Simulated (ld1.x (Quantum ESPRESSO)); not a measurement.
## Ag: one change to a TM potential, before and after

silver (Ag), norm-conserving Troullier–Martins (Kleinman–Bylander form), made with ld1.x (Quantum ESPRESSO) 7.5 (PBE, scalar-relativistic). Core [Ar] 3d10, reference 4s2 4p6 4d9.5 5s0 5p0 (charge +1.5). Waves: 4s (bound): rc 0.85 bohr; 4p (bound): rc 1.15 bohr; 4d (bound): rc 1.60 bohr. Local part: the d channel. Core correction: a·sin(br)/r model core inside 0.80 bohr.

All-electron outer shells of the reference configuration (PBE, scalar-relativistic, ld1.x):

| shell | level (eV) | outermost node (bohr) | outermost maximum (bohr) |
| --- | --- | --- | --- |
| 3d | -373.63 | – | 0.27 |
| 4s | -110.19 | 0.44 | 0.82 |
| 4p | -73.66 | 0.44 | 0.87 |
| 4d | -22.04 | 0.43 | 1.03 |
| 5s | -15.88 | 1.10 | 2.28 |
| 5p | -10.13 | 1.23 | 2.86 |

Change: all radii but the core radius scaled by about 1.22 (s 1.04, p 1.40, d 1.94 bohr).

Cutoffs: the cutoffs (Ry, on a coarse ladder) from which the occupation-weighted sum of valence levels, in a spherical-Bessel basis at the reference potential, stays within 10 and 1 mRy of its value at 400 Ry; they do not see the model core or the augmentation charge, which bear on the density cutoff. Errors are all-electron minus pseudo energies relative to the spin-unpolarised reference configuration.

What does the change do?

The potential gets softer (160 Ry and 260 Ry → 140 Ry and 230 Ry); of the 7 tests that both files solve, the error grows in 6 and shrinks in 1 by more than 15 % and 0.3 meV (median size 1.5 → 15.7 meV); neither file shows a bound ghost. A larger radius leaves more room for a smooth pseudo-wave, so fewer plane waves are needed.

```csv
quantity,base,changed
"cutoff, loose",160 Ry,140 Ry
"cutoff, tight",260 Ry,230 Ry
loose cutoff by channel (10 mRy a level),"s 140 Ry, p 70 Ry, d 55 Ry","s 120 Ry, p 35 Ry, d 45 Ry"
bound ghosts,none,none
"error for 4s2 4p6 4d10 5s1 5p0, meV [ΔE -17.16 eV]",-3.5,-23
"error for 4s2 4p6 4d10 5s0 5p0, meV [ΔE -9.40 eV]",+0.3,-2.2
"error for 4s2 4p6 4d9 5s0 5p0, meV [ΔE 12.71 eV]",-1.5,-3.9
"error for 4s2 4p6 4d9 5s1 5p1, meV [ΔE -8.58 eV]",-1.4,-27
"error for 4s2 4p6 4d9 5s2 5p0, meV [ΔE -13.08 eV]",-3.1,+2.4
"error for 4s2 4p6 4d9 5s1 5p0, meV [ΔE -4.00 eV]",-0.4,+16
"error for 4s2 4p6 4d8 5s0 5p0, meV [ΔE 48.91 eV]",-6.6,-23
```
